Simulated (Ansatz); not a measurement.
`[F][Al]([F])[Br]` + H₂Se → `[F][Al]([F])[SeH]` + HBr at 500 K and 1 bar (ligand exchange at the Al–Br bond).

Gas-phase electronic energies from Ansatz, PBE0-D4/def2-TZVP geometries. CBS: MP2 limit from def2 TZ/QZ plus the TZ coupled-cluster correction, frozen cores. For Br, Se outer-core shells are correlated without core-valence functions, which leaves a few kJ/mol of doubt a bond. Scalar relativity is left out up to krypton. One conformer a species, not always the lowest.

```tsv
species	CCSD(T)/CBS energy (Eh)	H − E (kJ/mol)	S (J/(mol·K))
`[F][Al]([F])[Br]`	-3015.14527	46.5	347.3
H₂Se	-2401.89790	53.1	237.8
`[F][Al]([F])[SeH]`	-2843.11067	70.4	372.6
HBr	-2573.91920	30.5	213.7
```

H − E and S are ideal-gas, rigid-rotor, harmonic terms from PBE0-D4/def2-TZVP, for one conformer and one mirror image of each species. 1 Eh = 2625.50 kJ/mol, R = 8.31446 J/(mol·K).

**Question.** By hand: ΔE, ΔH, ΔS and ΔG.

**Answer.** ΔE = (-2843.11067) + (-2573.91920) − (-3015.14527) − (-2401.89790) = 0.01330 Eh = 34.9 kJ/mol. Δ(H − E) = 70.4 + 30.5 − 46.5 − 53.1 = 1.3, so ΔH = 36.2 kJ/mol. ΔS = 372.6 + 213.7 − 347.3 − 237.8 = 1.2 J/(mol·K). ΔG = 36.2 − 500 × (1.2)/1000 = 35.6 kJ/mol.

**Question.** By hand: the equilibrium constant, and the temperature at which ΔG would vanish if ΔH and ΔS stayed fixed.

**Answer.** log₁₀ K = −ΔG/(RT ln 10) = -3.7. ΔG = 0 at ΔH/ΔS = 30167 K, far beyond where these terms or the molecules hold.

The number of gas molecules stays the same, so ΔS is small and ΔH decides. A doubt of 5 kJ/mol in ΔE shifts log₁₀ K by 0.5 here. Other conformers and mirror images would add mixing entropy, several J/(mol·K) or more a flexible species. These are equilibria of isolated gas molecules and say nothing of rates. Largest T1 diagnostic: 0.011 (customary marks: 0.02 for closed shells, 0.045 for open ones).
